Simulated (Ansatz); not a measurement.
Input and output for `O[AsH2]`.

```yaml
crystal:
  periodic: [false, false, false]
  atoms:
    - {symbol: O, position_ang: [0.378536, -0.769640, 0.910889]}
    - {symbol: As, position_ang: [0.036520, 0.194291, -0.828397]}
    - {symbol: H, position_ang: [1.054047, -1.581379, 0.708324]}
    - {symbol: H, position_ang: [-1.660094, 0.302665, -0.637706]}
    - {symbol: H, position_ang: [0.246990, 1.771407, -0.199590]}
basis:
  gaussian: {orbitals: pcseg-2}
magnetization: {spin_polarized: false, initial_magnetization: 2}
hamiltonian: {xc: {name: SPW92}}
output: {forces: true}
```

```sh
$ ansatz run in.yaml --threads 2 --pin off --events-out ev --progress --plain --max-ram 4352MiB
```

Output, abridged:

```
Functional definition: SPW92
673 factors; their error is unknown
mean field evaluation 1: about -62821.2348 eV, gradient 6.6e1 eV
mean field evaluation 2: about -62652.6930 eV, gradient 1.8e2 eV
mean field evaluation 4: about -62828.6787 eV, gradient 1.8e1 eV
mean field evaluation 8: about -62829.7500 eV, gradient 7.7e0 eV
mean field evaluation 16: about -62829.7020 eV, gradient 7.0e0 eV
mean field evaluation 32: about -62829.9157 eV, gradient 6.5e-6 eV
mean field -62829.91727189 eV, -2308.9568720945 hartree, gradient 8.3e-6 eV, S^2 2.000000; 12 other end points of the search recorded, 0 dependent functions left out
reference -62829.91730789 eV, -2308.9568734173 hartree; 23, 21 occupied and 92, 94 virtual orbitals, 673 factors
Total energy: -62829.91730789 eV, -2308.9568734173 hartree
Atom 0 at     0.378536    -0.769640     0.910889 Å, force     1.853348    -2.693950    -0.753447 eV/Å
Atom 1 at     0.036520     0.194291    -0.828397 Å, force    -2.562043     2.738022     1.316987 eV/Å
Atom 2 at     1.054047    -1.581379     0.708324 Å, force    -1.586351     2.225273     0.922753 eV/Å
Atom 3 at    -1.660094     0.302665    -0.637706 Å, force     2.043495    -0.410705    -0.506093 eV/Å
Atom 4 at     0.246990     1.771407    -0.199590 Å, force     0.251550    -1.858640    -0.980199 eV/Å
Dipole moment:     0.115878    -0.014375    -0.245617 e Å
```

Hardware: 2 threads of an Arm Neoverse V1 on a shared host. Wall time 5.5 s, peak host memory 0.2 GiB.
